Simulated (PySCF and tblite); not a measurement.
The numbers below are computed, except where a source is named.
Molecule: ethyl trimethylhydrazine, C5H14N2, numbered as in [CH3:1][CH2:2][N:3]([CH3:4])[N:5]([CH3:6])[CH3:7]. The mean out-of-plane torsion at N5 (0° is planar) is held and the rest relaxed at GFN2-xTB.

```bash
OMP_NUM_THREADS=1 python ens_run.py task.json out
```

```json
{"job": {"smiles": "CCN(C)N(C)C", "charge": 0, "mult": 1, "motion": "pyramidal angle", "atoms": [4], "drives": [{"terms": [["t", [6, 2, 5, 4], 0.3333333333333333], ["t", [2, 5, 6, 4], 0.3333333333333333], ["t", [5, 6, 2, 4], 0.3333333333333333]], "values": [-1.3, -1, -0.7, -0.35, 0, 0.35, 0.7, 1, 1.3], "scaled": true}], "study": "scan", "seed": 105, "jobs": [{"kind": "nmr", "xc": "PBE0", "basis": "pcSseg-1", "solvent": "acetone", "every": 1}], "xc": "PBE0", "basis": "pcSseg-1", "kind": "scan"}, "charge": 0, "multiplicity": 1}
```

```
coordinate    xTB      DFT (kcal/mol)
   -34.30    3.881    4.162
   -28.10    2.071    2.431
   -20.80    2.317    2.739
   -11.00    3.913    4.521
     0.20    4.916    6.018
    11.30    3.400    4.117
    21.40    0.981    1.263
    28.70    0.000    0.000
    34.70    1.218    1.024
```

Problem. How long did the task, with 9 DFT runs on 21 atoms, take on 1 thread of Intel Xeon 6975P-C, on a host shared with other jobs (rough)?

Solution. About 3.1 min; peak memory 1 GiB. Times from shared hosts are rough.
